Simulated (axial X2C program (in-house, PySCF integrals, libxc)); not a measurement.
Ω levels of PmN⁺ from open-shell CI on f3 s0 d(πδ)0

Computed with an axial X2C code built on PySCF integrals: two-component X2C with atomic mean-field Coulomb and Gaunt terms, basis Pm dyall-v3z, N dyall-v3z (cores contracted in-house). Orbitals come from Hartree–Fock averaged over the configuration Pm f3 s0 d(πδ)0; CI then distributes these electrons over the f, s, d(πδ) shells of Pm.

R = 1.609 Å (near the minimum of the configuration average).

Lowest levels of this model:

```csv
Ω,energy (cm⁻¹),g∥,configuration
9/2,0,6.08,100% f3
11/2,2273,10.07,100% f3
5/2,3577,3.80,100% f3
3/2,3643,1.47,100% f3
7/2,3959,5.41,100% f3
1/2,4368,0.02,100% f3
13/2,4444,14.03,100% f3
7/2,5778,6.71,100% f3
9/2,5912,9.20,100% f3
5/2,6058,4.36,100% f3
3/2,6224,2.67,100% f3
1/2,6374,1.31,100% f3
15/2,6505,17.97,100% f3
9/2,8070,10.28,100% f3
7/2,8248,7.58,100% f3
11/2,8280,12.61,100% f3
5/2,8352,5.28,100% f3
3/2,8627,3.60,100% f3
1/2,8739,1.24,100% f3
7/2,10342,8.32,100% f3
9/2,10539,10.46,100% f3
5/2,10711,6.58,100% f3
13/2,10856,15.94,100% f3
11/2,10907,13.31,100% f3
3/2,11256,4.27,100% f3
1/2,11552,1.47,100% f3
```

g∥ is the magnitude of 2⟨Lz + ge Sz⟩ for the +Ω component.

**Question.** From Ω and g∥ of the lowest level, whose 2⟨Lz + ge Sz⟩ is positive, find ⟨Sz⟩ and ⟨Lz⟩ (ge = 2.0023).

**Answer.** Ω = ⟨Lz⟩ + ⟨Sz⟩ = 9/2 and ⟨Lz⟩ + ge⟨Sz⟩ = 3.040, so ⟨Sz⟩ = -1.46 and ⟨Lz⟩ = 5.96.

Occupations of the active spinors in the lowest level by ω, shell by shell in order of energy: -7/2: 0.00; -5/2: 0.00 0.00 0.00; -3/2: 0.00 0.00 0.00 0.00; -1/2: 0.01 0.00 0.00 0.00; 1/2: 0.23 0.76 0.00 0.00; 3/2: 0.85 0.14 0.00 0.00; 5/2: 0.94 0.06 0.00; 7/2: 0.00. The leading determinant has weight 0.61 among 98.

This point took 2 s on 1 thread of Arm Neoverse V1, on a shared host.

There is no dynamic correlation: spin–orbit spacings and, for f shells, spacings inside one term are the most reliable numbers, splittings between terms come out too wide, and energies between configurations are not reliable, so the lowest level need not be the ground state of the molecule. At most 4 roots were kept for each Ω > 0 (twice that for Ω = 0) within 2.2 eV of the lowest, so higher up levels can be missing between those listed; levels with Ω > 0 are doubly degenerate and listed once, Ω = 0 levels singly. Some active spinors are only partly of the character that their shell is named for, so the shell names and counts are nominal. States that fill the shells left empty in the average are placed too high.
